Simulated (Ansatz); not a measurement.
**Forces on a displaced structure**

GeBrF (SMILES [F][Ge][Br]), singlet, displaced at random from a GFN2-xTB minimum.

F1  (-0.831, 1.355, -0.254)
Ge2  (-0.760, -0.524, -0.454)
Br3  (1.427, -1.018, 0.657)
(Å)

Program: Ansatz 0.2.0. Basis: def2-TZVPP. Cores are frozen in the correlated methods. Filled d shells of the heavier atoms are correlated. The def2 sets are not built for correlating such inner shells, so the correlated values are less sure here.

CCSD(T) forces from the calculation:
| atom | Fx | Fy | Fz (eV/Å) |
| --- | --- | --- | --- |
| F1 | 0.157 | -2.792 | -0.270 |
| Ge2 | 1.283 | 2.422 | 0.996 |
| Br3 | -1.439 | 0.369 | -0.726 |

Root-mean-square difference of the force components from those of CCSD(T): PBE0-D4 0.089; wB97M-V 0.062; r2SCAN-D4 0.118; PBE-D4 0.395; wB97X-V 0.025; BHLYP-D4 0.088 eV/Å.

T1 diagnostic: at most 0.015. These are differences at one structure, and CCSD(T) in triple zeta is itself an approximation.

For scale, one of the runs: CCSD(T)/def2-TZVPP forces, 127 basis functions (an equivalent command: `ansatz run in.yaml --threads 4`). Time: 74 s of wall clock on 4 CPU threads; the host was shared. Peak host memory: 0.95 GiB.
